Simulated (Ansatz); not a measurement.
Species: trichloro(trichlorogermylmethyl)silane, CH2Cl6GeSi, charge 0, multiplicity 1. SMILES: [Ge]([CH2][Si](Cl)(Cl)Cl)([Cl])([Cl])[Cl]
Coordinates optimised at B3LYP-D3(BJ)/def2-TZVP (Ansatz, a first-principles code):
```
C
H 1 1.0914
H 1 1.0919 2 108.16
Si 1 1.8558 2 108.98 3 -118.52
Ge 1 1.9504 2 107.04 3 113.31
Cl 4 2.0393 1 110.18 2 -44.90
Cl 4 2.0395 1 110.77 2 -166.31
Cl 4 2.0458 1 108.63 2 74.13
Cl 5 2.1448 1 113.10 2 84.79
Cl 5 2.1469 1 110.39 2 -153.61
Cl 5 2.1518 1 109.16 2 -35.18
```
Charge 0, spin multiplicity 1.

Parts of the frozen-core correlation energy in def2-TZVPP (Ansatz, hartree). Frozen orbitals: 50; correlated occupied orbitals by spin: 28 and 28; virtual: 323 and 323. Spin-orbit coupling is left out. Non-relativistic.

```tsv
term	value
reference (HF)	-5160.76598
MP2 opposite-spin	-1.13229
MP2 same-spin	-0.39002
CCSD correlation	-1.62143
(T)	-0.07437
T1 diagnostic	0.009
largest doubles amplitude	0.016
```
